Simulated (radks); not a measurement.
Results of a calculation; reference values are marked as such.
Question: These are the eigenvalues of the occupied orbitals of an atom or ion with whole-number occupations (Ry). Level of theory: scalar-relativistic Kohn-Sham, Slater X-alpha with alpha = 0.805, spin-polarised, spherical densities, finite nucleus; Fermi nuclear charge, rms radius of each element as measured or else 0.836 A^(1/3) + 0.57 fm (a radial shooting solver on a logarithmic mesh with Libxc functionals).

1s down: -4224.638
1s up: -4224.638
2s up: -713.3440
2s down: -713.3384
2p up: -631.9946
2p down: -631.9905
3s up: -162.1841
3s down: -162.0508
3p up: -137.3881
3p down: -137.2556
3d up: -106.2500
3d down: -106.1471
4s up: -34.20958
4s down: -33.93872
4p up: -26.02019
4p down: -25.75387
4d up: -15.01896
4d down: -14.75915
5s up: -6.21797
5s down: -6.09378
5p up: -4.22210
5p down: -4.13078
4f up: -2.92901
4f down: -2.69546

Which element is it, and in what charge state? The configuration may be excited. Open shells, if any, are filled with parallel spins first.

Answer: Z = 68, erbium, charge +3: Er3+ in [Xe] 4f11. The list shows which subshells hold electrons but not how many an open one holds; the 1s level, -2112.3 hartree, gives Z - s = 65.0 by -(Z - s)^2/2, which with screening and relativity narrows Z to a few neighbours, and the depths of the outer levels then fix element, charge and occupations together.
